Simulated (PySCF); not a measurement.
A PySCF script (with the pyscf-properties extension) for the NMR shieldings of SMILES [Si](C)(C)(C)[O][AlH3-], [C₃H₁₂AlOSi]-, on a PBE0-D3(BJ)/def2-SVP geometry:

```python
import basis_set_exchange as bse
import numpy as np
from pyscf import gto, dft
from pyscf.prop import nmr

atoms = """
C    -0.144997   -1.338999    1.509685
Si   -0.065603    0.026326    0.198552
C    -1.195409   -0.503047   -1.227663
C    -0.828002    1.582114    0.965360
O     1.440675    0.286178   -0.299325
Al    3.124025    0.556081   -0.851627
H    -1.178735   -1.540871    1.838288
H     0.448196   -1.055310    2.394266
H     0.280751   -2.274774    1.112726
H    -0.824111   -1.435326   -1.683572
H    -2.234009   -0.671376   -0.895575
H    -1.204791    0.268405   -2.014716
H    -0.852625    2.399376    0.226160
H    -1.857668    1.408932    1.321865
H    -0.220034    1.926320    1.817648
H     3.092652    1.463989   -2.222251
H     3.823598   -0.901183   -1.154037
H     3.948614    1.344728    0.332399
"""
names = dict.fromkeys(["C", "Si", "O", "Al", "H"], "pcSseg-1")
basis = {el: gto.basis.parse(bse.get_basis(n, elements=[el], fmt="nwchem")) for el, n in names.items()}
mol = gto.M(atom=atoms, basis=basis, charge=-1, verbose=0)
mf = dft.RKS(mol, xc="PBE0")
mf.grids.level = 2
mf.grids.alignment = dft.numint.BLKSIZE   # the property module wants whole blocks of grid points
mf.conv_tol = 1e-9
mf.kernel()

calc = nmr.RKS(mf)   # GIAO
C = mf.mo_coeff
Co = C[:, mf.mo_occ > 0]
resp = mf.gen_response(singlet=True, hermi=2)
def vind(x):   # induced exchange potential for any number of trial vectors
    d = np.einsum("pi,xij,qj->xpq", C, 2 * x.reshape(-1, C.shape[1], Co.shape[1]), Co, optimize=True)
    return np.einsum("xpq,pi,qj->xij", resp(d - d.transpose(0, 2, 1)), C, Co, optimize=True).ravel()
mo1, _ = nmr.rhf.solve_mo1(calc, with_cphf=vind)
sigma = calc.kernel(mo1)
for i, s in enumerate(sigma):   # ppm
    print("%2d %-2s %9.2f" % (i, mol.atom_pure_symbol(i), np.trace(s) / 3))
```

Problem. What are the results?

Solution. 
```
 0 C     180.90
 1 Si    368.83
 2 C     180.86
 3 C     180.86
 4 O     280.58
 5 Al    463.14
 6 H      32.08
 7 H      31.36
 8 H      31.30
 9 H      31.35
10 H      32.08
11 H      31.31
12 H      31.36
13 H      32.08
14 H      31.31
15 H      27.08
16 H      27.08
17 H      27.08
```

These numbers come from an equivalent density-fitted implementation of the same equations, which agrees with the script to about 0.01 ppm for H and up to a few tenths of a ppm for heavy atoms, so last digits may differ.

Size and cost of the density-fitted run: 176 basis functions, 35 s wall time on 1 thread of an x86-64 server CPU, shared host.
